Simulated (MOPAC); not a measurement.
Input file for MOPAC: PM6 on CH5Al (SMILES [CH3][AlH2]), a point of a bond scan (R = 1.564 Å).

```
PM6 1SCF PRECISE CHARGE=0 THREADS=1
CH5Al

C     -1.23512650 1    -0.09453057 1    -0.00078552 1
Al     0.32453388 1     0.02061477 1    -0.00219062 1
H     -1.68013597 1     0.54438206 1    -0.76954883 1
H     -1.59248422 1    -1.11401399 1    -0.15613004 1
H     -1.63918751 1     0.25553852 1     0.95567754 1
H      1.00881409 1     1.44930944 1     0.03016530 1
H      1.24608581 1    -1.26781968 1    -0.02170381 1
```

The log:

```
*******************************************************************************
 **                                                                           **
 **                              MOPAC v23.2.5                                **
 **                                                                           **
 *******************************************************************************
 ** MOPAC's Digital Object Identifier: https://doi.org/10.5281/zenodo.6511958 **
 **                                                                           **
 ** Please cite the open-source release paper for use of this MOPAC version:  **
 ** J. E. Moussa and J. J. P. Stewart (2026)                                  **
 ** MOPAC: An open-source semiempirical molecular orbital program             **
 ** J. Open Source Softw., 11(119), 8025, https://doi.org/10.21105/joss.08025 **
 *******************************************************************************

                              PM6 CALCULATION RESULTS

 *******************************************************************************
 *  PM6        - The PM6 Hamiltonian to be used
 *
 *
 *
 *                 CHARGE ON SYSTEM = 0
 *
 *
 *
 *  PRECISE    - TIGHTER CRITERIA TO BE USED
 *  1SCF       - DO 1 SCF AND THEN STOP
 *  THREADS=1  - MULTI-THREADING NOT USED
 *  T=         - A TIME OF 172800.0 SECONDS REQUESTED
 *  DUMP=N     - RESTART FILE WRITTEN EVERY 7200.0 SECONDS REQUESTED
 *******************************************************************************
PM6 1SCF PRECISE CHARGE=0 THREADS=1
 CH5Al

   ATOM   CHEMICAL          X               Y               Z
  NUMBER   SYMBOL      (ANGSTROMS)     (ANGSTROMS)     (ANGSTROMS)

     1       C         -1.23512650  *  -0.09453057  *  -0.00078552  *
     2      Al          0.32453388  *   0.02061477  *  -0.00219062  *
     3       H         -1.68013597  *   0.54438206  *  -0.76954883  *
     4       H         -1.59248422  *  -1.11401399  *  -0.15613004  *
     5       H         -1.63918751  *   0.25553852  *   0.95567754  *
     6       H          1.00881409  *   1.44930944  *   0.03016530  *
     7       H          1.24608581  *  -1.26781968  *  -0.02170381  *



          CARTESIAN COORDINATES

    NO.       ATOM           X           Y           Z

     1         C         -1.2351     -0.0945     -0.0008
     2        Al          0.3245      0.0206     -0.0022
     3         H         -1.6801      0.5444     -0.7695
     4         H         -1.5925     -1.1140     -0.1561
     5         H         -1.6392      0.2555      0.9557
     6         H          1.0088      1.4493      0.0302
     7         H          1.2461     -1.2678     -0.0217

 General Reference for PM6:
 "Optimization of Parameters for Semiempirical Methods V: Modification of NDDO Approximations
 and Application to 70 Elements", J. J. P. Stewart, J. Mol. Mod., 13, 1173-1213 (2007)
 URL: https://link.springer.com/article/10.1007/s00894-007-0233-4

           Empirical Formula: C H5 Al  =     7 atoms



      MOLECULAR POINT GROUP   :   C1


      RHF CALCULATION, NO. OF DOUBLY OCCUPIED LEVELS = 6


 -------------------------------------------------------------------------------
 PM6 1SCF PRECISE CHARGE=0 THREADS=1
 CH5Al



     1SCF WAS SPECIFIED, SO BFGS WAS NOT USED
     SCF FIELD WAS ACHIEVED


                              PM6 CALCULATION
                                                       MOPAC v23.2.5 Linux




          FINAL HEAT OF FORMATION =        132.68392 KCAL/MOL =     555.14951 KJ/MOL


          COSMO AREA              =         89.34 SQUARE ANGSTROMS
          COSMO VOLUME            =         75.31 CUBIC ANGSTROMS

          IONIZATION POTENTIAL    =         10.542663 EV
          HOMO LUMO ENERGIES (EV) =        -10.543  1.803
          NO. OF FILLED LEVELS    =          6
          MOLECULAR WEIGHT        =         44.0320         POINT GROUP:  C1

          MOLECULAR DIMENSIONS (Angstroms)

            Atom       Atom       Distance
            H     6    H     4     3.65679
            H     7    H     3     3.41828
            H     5    H     7     1.64615


          SCF CALCULATIONS        =          1





   ATOM   CHEMICAL          X               Y               Z
  NUMBER   SYMBOL      (ANGSTROMS)     (ANGSTROMS)     (ANGSTROMS)

     1       C         -1.23512650  *  -0.09453057  *  -0.00078552  *
     2      Al          0.32453388  *   0.02061477  *  -0.00219062  *
     3       H         -1.68013597  *   0.54438206  *  -0.76954883  *
     4       H         -1.59248422  *  -1.11401399  *  -0.15613004  *
     5       H         -1.63918751  *   0.25553852  *   0.95567754  *
     6       H          1.00881409  *   1.44930944  *   0.03016530  *
     7       H          1.24608581  *  -1.26781968  *  -0.02170381  *

                             CARTESIAN COORDINATES

   1    C       -1.235126500    -0.094530570    -0.000785520
   2   Al        0.324533880     0.020614770    -0.002190620
   3    H       -1.680135970     0.544382060    -0.769548830
   4    H       -1.592484220    -1.114013990    -0.156130040
   5    H       -1.639187510     0.255538520     0.955677540
   6    H        1.008814090     1.449309440     0.030165300
   7    H        1.246085810    -1.267819680    -0.021703810


           Empirical Formula: C H5 Al  =     7 atoms



      MOLECULAR POINT GROUP   :   C1


                  EIGENVALUES
 -26.60309 -15.53433 -14.76044 -14.57245 -11.32767 -10.54266   1.80331   5.19706
   5.49577   5.66285   6.63300   6.76205   7.37470 109.22443 109.35649 110.18931
 111.72601 111.77914


              NET ATOMIC CHARGES AND DIPOLE CONTRIBUTIONS

  ATOM NO.   TYPE          CHARGE      No. of ELECS.   s-Pop       p-Pop       d-Pop
    1          C          -0.710420        4.7104     1.06100     3.64942
    2         Al           0.361925        2.6381     0.99330     1.60134     0.04344
    3          H           0.206880        0.7931     0.79312
    4          H           0.195055        0.8049     0.80495
    5          H           0.211832        0.7882     0.78817
    6          H          -0.135011        1.1350     1.13501
    7          H          -0.130261        1.1303     1.13026
 DIPOLE           X         Y         Z       TOTAL
 POINT-CHG.    -1.484    -0.031     0.054     1.486
 HYBRID        -0.387     0.003     0.010     0.388
 SUM           -1.872    -0.028     0.065     1.873


          ATOMIC ORBITAL ELECTRON POPULATIONS

     Atom    s        px        py        pz      x^2-y^2     xz        z^2       yz        xy
    1  C   1.06100   1.29067   1.19000   1.16876
    2 Al   0.99330   0.72356   0.78164   0.09615   0.01226   0.00839   0.00569   0.00002   0.01708
    3  H   0.79312
    4  H   0.80495
    5  H   0.78817
    6  H   1.13501
    7  H   1.13026

 **********************
 *                    *
 * JOB ENDED NORMALLY *
 *                    *
 **********************




 == MOPAC DONE ==
```

The run finished.

Cost: very roughly 0.03 core-seconds.
